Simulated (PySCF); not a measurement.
Compound: C₄H₇NSi.
InChI=1S/C4H7NSi/c5-4-2-1-3-6-4/h1-3H,5-6H2

Theory: PBE/cc-pVDZ geometry optimisation, gas phase in PySCF.

Take the most abundant isotopes and a rigid rotor. 

(1) What are A, B and C (MHz)?

(2) What kind of rotor is it?

(3) Is it planar, by Δ = Ic − Ia − Ib?

(4) Give the other two planar moments, Paa and Pbb, and the rms extents of the mass along the axes.

(5) Give the coordinates in the principal-axis frame, origin at the centre of mass.

(6) Where do the levels up to J = 2 lie, in MHz?

(7) Which types of transition are allowed, and where do some lines up to J = 2 fall?

Results:

(1) Ia = 106.48, Ib = 178.43, Ic = 278.57 u·Å²; 505379 MHz·u·Å²/I gives A = 4746, B = 2832, C = 1814 MHz.

(2) An asymmetric top. Ray's parameter κ = (2B − A − C)/(A − C) = -0.305; −1 is the prolate and +1 the oblate limit.

(3) Not planar: Δ = Ic − Ia − Ib = -6.34 u·Å². For a rigid frame Δ = −2 Σ m c², so Σ m c² = 3.17 u·Å² lies off the ab plane: 3.13 from hydrogen and 0.04 from heavier atoms. The atom farthest from that plane is 1.22 Å away.

(4) Paa = Σ m a² = (Ib + Ic − Ia)/2 = 175.26 and Pbb = Σ m b² = (Ia + Ic − Ib)/2 = 103.31 u·Å². With the mass M = 97.03 u, the rms extents √(P/M) along a, b and c are 1.34, 1.03, 0.18 Å.

(5) The sense of each axis is arbitrary; atoms in the order of the calculation.
```json
{"atom": "N1", "mass (u)": "14.003", "a (Å)": "2.304", "b (Å)": "-0.001", "c (Å)": "-0.050"}
{"atom": "C2", "mass (u)": "12.000", "a (Å)": "0.937", "b (Å)": "0.166", "c (Å)": "0.016"}
{"atom": "C3", "mass (u)": "12.000", "a (Å)": "0.250", "b (Å)": "1.359", "c (Å)": "0.006"}
{"atom": "C4", "mass (u)": "12.000", "a (Å)": "-1.216", "b (Å)": "1.261", "c (Å)": "-0.002"}
{"atom": "C5", "mass (u)": "12.000", "a (Å)": "-1.807", "b (Å)": "0.025", "c (Å)": "-0.002"}
{"atom": "Si6", "mass (u)": "27.977", "a (Å)": "-0.403", "b (Å)": "-1.211", "c (Å)": "-0.001"}
{"atom": "H7", "mass (u)": "1.008", "a (Å)": "2.885", "b (Å)": "0.813", "c (Å)": "0.174"}
{"atom": "H8", "mass (u)": "1.008", "a (Å)": "2.688", "b (Å)": "-0.875", "c (Å)": "0.311"}
{"atom": "H9", "mass (u)": "1.008", "a (Å)": "0.746", "b (Å)": "2.344", "c (Å)": "0.004"}
{"atom": "H10", "mass (u)": "1.008", "a (Å)": "-1.806", "b (Å)": "2.194", "c (Å)": "-0.001"}
{"atom": "H11", "mass (u)": "1.008", "a (Å)": "-2.894", "b (Å)": "-0.121", "c (Å)": "0.002"}
{"atom": "H12", "mass (u)": "1.008", "a (Å)": "-0.297", "b (Å)": "-2.101", "c (Å)": "1.220"}
{"atom": "H13", "mass (u)": "1.008", "a (Å)": "-0.284", "b (Å)": "-2.095", "c (Å)": "-1.221"}
```

(6) Above 0(0,0):
J = 1: 1(0,1) 4647, 1(1,1) 6560, 1(1,0) 7579
J = 2: 2(0,2) 13629, 2(1,2) 14835, 2(1,1) 17890, 2(2,1) 23631, 2(2,0) 23942

(7) The dipole components are |μa| = 2.22 D, |μb| = 0.09 D, |μc| = 0.73 D. Intensities carry the squares of the components, which stand as 1.00 : 0.00 : 0.11 (a : b : c). Some lines, for components of 0.1 D or more:

```json
{"type": "a", "branch": "Q", "J(Ka,Kc)": "2(2,0) ← 2(2,1)", "MHz": "311", "lower level (cm⁻¹)": "0.788"}
{"type": "a", "branch": "Q", "J(Ka,Kc)": "1(1,0) ← 1(1,1)", "MHz": "1018", "lower level (cm⁻¹)": "0.219"}
{"type": "c", "branch": "Q", "J(Ka,Kc)": "2(1,2) ← 2(0,2)", "MHz": "1206", "lower level (cm⁻¹)": "0.455"}
{"type": "c", "branch": "Q", "J(Ka,Kc)": "1(1,1) ← 1(0,1)", "MHz": "1914", "lower level (cm⁻¹)": "0.155"}
{"type": "a", "branch": "Q", "J(Ka,Kc)": "2(1,1) ← 2(1,2)", "MHz": "3055", "lower level (cm⁻¹)": "0.495"}
{"type": "a", "branch": "R", "J(Ka,Kc)": "1(0,1) ← 0(0,0)", "MHz": "4647", "lower level (cm⁻¹)": "0.000"}
{"type": "c", "branch": "Q", "J(Ka,Kc)": "2(2,1) ← 2(1,1)", "MHz": "5741", "lower level (cm⁻¹)": "0.597"}
{"type": "c", "branch": "R", "J(Ka,Kc)": "1(1,0) ← 0(0,0)", "MHz": "7579", "lower level (cm⁻¹)": "0.000"}
{"type": "a", "branch": "R", "J(Ka,Kc)": "2(1,2) ← 1(1,1)", "MHz": "8275", "lower level (cm⁻¹)": "0.219"}
{"type": "a", "branch": "R", "J(Ka,Kc)": "2(0,2) ← 1(0,1)", "MHz": "8982", "lower level (cm⁻¹)": "0.155"}
{"type": "a", "branch": "R", "J(Ka,Kc)": "2(1,1) ← 1(1,0)", "MHz": "10311", "lower level (cm⁻¹)": "0.253"}
{"type": "c", "branch": "R", "J(Ka,Kc)": "2(1,1) ← 1(0,1)", "MHz": "13243", "lower level (cm⁻¹)": "0.155"}
{"type": "c", "branch": "R", "J(Ka,Kc)": "2(2,0) ← 1(1,0)", "MHz": "16364", "lower level (cm⁻¹)": "0.253"}
{"type": "c", "branch": "R", "J(Ka,Kc)": "2(2,1) ← 1(1,1)", "MHz": "17071", "lower level (cm⁻¹)": "0.219"}
```

Whether it is a minimum is left open (no frequencies). These are rigid-rotor constants of the computed structure; measured ground-state constants (B0) also hold zero-point vibration. A rigid rotor knows nothing of inversion at nitrogen, which can split or shift real lines. Quadrupole hyperfine structure (14N) is left out.

Hardware: Arm Neoverse V1, one thread, on a shared host. Cost: 39 s wall, 0.53 GiB resident at most. These figures are those of the optimisation.

Shape of the structure used: `[NH2:1][C:2]1=[CH:3][CH:4]=[CH:5][SiH2:6]1`: H–N1–C2–C3 18°, H–N1–C2–C3 158°.
